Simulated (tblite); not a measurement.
Cl3Nd (SMILES [Cl][Nd]([Cl])[Cl]), quartet, at a GFN2-xTB geometry (such geometries of metal compounds can be far from the true shape) (GFN-xTB holds the 4f electrons in the core, so unpaired electrons go into valence orbitals and the state isn't the physical one); GFN1-xTB run with tblite 0.6.0.

tblite was given this input:
```
$ tblite run mol.xyz --method gfn1 --charge 0 --spin 3 --spin-polarized --json tblite.json --no-restart

# file mol.xyz
4

Nd    -0.35618013     0.23437750    -0.20731271
Cl    -1.30404649    -2.04254620     0.29163682
Cl     1.11828840     2.20764700    -0.41528298
Cl     1.44286442    -0.99231549     0.85533809
```

What the program printed (banner, timings and long lists left out):

```
ERROR STOP

Error termination. Backtrace:
-> Total number of electrons (24) and number unpaired electrons (3) is not compatible
xTB calculator
 | screened Coulomb repulsion
 | Coulomb electrostatics
 |  * isotropic Klopman-Ohno-Mataga-Nishimoto electrostatics
 |  * onsite third-order electrostatics
 | DFT-D3(BJ) dispersion correction
 | Interactions (1)
 | [1] spin polarization

[Fatal] Singlepoint calculation failed
```

The program refused the input.
